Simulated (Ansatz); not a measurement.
Diborane tri Cl (B₂H₃Cl₃), 8 atoms. Hardware: 4 threads of Arm Neoverse N1 on a shared host.

Correlated methods freeze 17 core orbitals.

How many basis functions does each of these Ansatz runs have, and roughly what does it cost? r2SCANh-D4/def2-TZVP, charge 0 singlet, energy, from earlier orbitals; PBE0-D4/def2-TZVPD, charge 0 singlet, energy, from earlier orbitals; r2SCAN-D4/def2-TZVP, charge 0 singlet, energy, from earlier orbitals; CCSD(T)/def2-TZVPP, charge 0 singlet, energy, from earlier orbitals; LC-ωPBE/def2-TZVP, charge 0 singlet, energy, from earlier orbitals; PBE0-D4/def2-TZVP, charge 1 doublet at the geometry of the charge 0 singlet, energy, from earlier orbitals; PBE0-D4/def2-TZVP, charge 0 triplet at the geometry of the charge 0 singlet, energy; HF/STO-3G, charge 0 singlet, energy; PBE0-D4/def2-SVP, charge -1 doublet at the geometry of the charge 0 singlet, energy with a search over starts; PBE0-D4/def2-SVP, charge 0 singlet, energy with a search over starts; PBE0-D4/def2-SVP, charge 1 doublet at the geometry of the charge 0 singlet, energy with a search over starts; MP2/def2-TZVP, charge 0 singlet, energy, from earlier orbitals.

Other jobs shared the machine, so times can vary by a factor of up to 3. A dash marks memory too small to be measured apart from the calling script's.

| run | functions | fitting or Cholesky vectors | wall time | peak host memory (GiB) |
| --- | --- | --- | --- | --- |
| HF/STO-3G, charge 0 singlet, energy | 40 | 472 | 0.2 s | – |
| PBE0-D4/def2-SVP, charge 0 singlet, energy with a search over starts | 97 | 920 | 2.1 s | – |
| MP2/def2-TZVP, charge 0 singlet, energy, from earlier orbitals | 191 | 1187 | 2.8 s | – |
| PBE0-D4/def2-SVP, charge -1 doublet at the geometry of the charge 0 singlet, energy with a search over starts | 97 | 920 | 3.1 s | – |
| LC-ωPBE/def2-TZVP, charge 0 singlet, energy, from earlier orbitals | 191 | 1238 | 3.2 s | – |
| r2SCAN-D4/def2-TZVP, charge 0 singlet, energy, from earlier orbitals | 191 | 1238 | 5.5 s | – |
| PBE0-D4/def2-TZVPD, charge 0 singlet, energy, from earlier orbitals | 239 | 1407 | 6.5 s | 0.7 |
| r2SCANh-D4/def2-TZVP, charge 0 singlet, energy, from earlier orbitals | 191 | 1238 | 7 s | – |
| PBE0-D4/def2-TZVP, charge 0 triplet at the geometry of the charge 0 singlet, energy | 191 | 1274 | 18 s | 0.76 |
| PBE0-D4/def2-TZVP, charge 1 doublet at the geometry of the charge 0 singlet, energy, from earlier orbitals | 191 | 1274 | 22 s | 0.99 |
| PBE0-D4/def2-SVP, charge 1 doublet at the geometry of the charge 0 singlet, energy with a search over starts | 97 | 920 | 23 s | – |
| CCSD(T)/def2-TZVPP, charge 0 singlet, energy, from earlier orbitals | 230 | 1366 | 5.6 min | 1.8 |
